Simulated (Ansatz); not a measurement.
A structure relaxed at PBE-D4/def2-SVP in Ansatz, charge 0, singlet:

```xyz
36

V     0.8552    0.8976    1.5662
V     2.6379   -0.3289   -1.6492
V     0.1349   -0.3214   -2.7864
V    -0.3602    2.9484    0.5110
V    -3.0903   -0.8452    1.4351
V     1.1536   -2.2483    0.4672
O    -3.5596    0.8077    1.6613
O    -4.4804   -1.9104    1.5960
O    -1.9148   -1.2575    2.6437
O    -2.4440   -0.9243   -0.0592
O    -0.1510    4.1475    1.7853
O     0.8133    2.8404   -0.7539
O     2.5167    1.5228    1.7646
O    -0.0754   -0.5533   -4.5201
O     0.7920   -0.3567    0.4018
O    -1.3241   -0.0591   -2.0127
O    -1.7860    2.2257    0.3511
O     1.0202   -1.5690   -2.0948
O    -0.2979   -3.1073   -0.0787
O     1.3183   -2.5875    1.9896
O     0.0338    0.5849    2.9003
O     2.5027   -3.1012   -0.4770
O     3.5037    0.8066   -0.6508
O     3.6097   -0.6726   -2.8218
O     1.3208    0.8939   -2.4151
O     2.9186   -1.7601   -0.2954
H    -3.0168    1.4770    1.1321
H    -4.7475   -2.5069    0.8690
H    -1.1277   -0.6835    2.8719
H    -0.8199    4.3279    2.4742
H     0.9808    2.1939   -1.5139
H     2.9857    1.7446    2.5907
H    -0.9023   -0.2946   -4.9711
H     3.2280    1.1643    0.2441
H    -1.8367   -0.4467   -1.1007
H    -0.3913   -3.0489   -1.0542
```

(1) Give its formula.

(2) Summarise the bond lengths by kind (pairs closer than 1.2 times the sum of covalent radii, bridged metal pairs left out).

Answers

(1) V₆O₂₀H₁₀.

(2) 24 × O–V 1.56 to 2.09 Å; 1 × O–O 1.42 Å; 1 × V–V 2.61 Å; 10 × H–O 0.98 to 1.12 Å.

Single mean-field runs in def2-SVP are fitted with def2-universal-jkfit. The structure holds one bond between oxygen atoms, so isomers without such links may lie far lower. The restricted singlet is unstable towards broken spin symmetry at other levels; at PBE-D4/def2-SVP this wasn't settled.
